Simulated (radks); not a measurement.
Results of a calculation; reference values are marked as such.
Q: The mean radii <r> (bohr) of the occupied orbitals of an atom or ion are listed with their occupations. Code: a radial shooting solver on a logarithmic mesh with Libxc functionals. Model: scalar-relativistic Kohn-Sham, PBE, spin-unpolarised, spherical densities, finite nucleus; Fermi nuclear charge, rms radius of each element as measured or else 0.836 A^(1/3) + 0.57 fm.

orbital  occ.      <r>
1s          2  0.02782
2s          2   0.1188
2p          6   0.1037
3s          2   0.2953
3p          6   0.2878
4s          2   0.5718

Name the element and its charge.

A: Z = 52, tellurium, charge +32: Te32+ in [Ar] 4s2. The 1s radius gives Z: for a bare nucleus <r> = (2 gamma + 1)/(2Z) with gamma = sqrt(1 - (Z/c)^2), 0.02741 bohr for Z = 52, and screening makes it slightly larger (0.02782 here). The occupations add up to 20, and the charge is Z minus that.
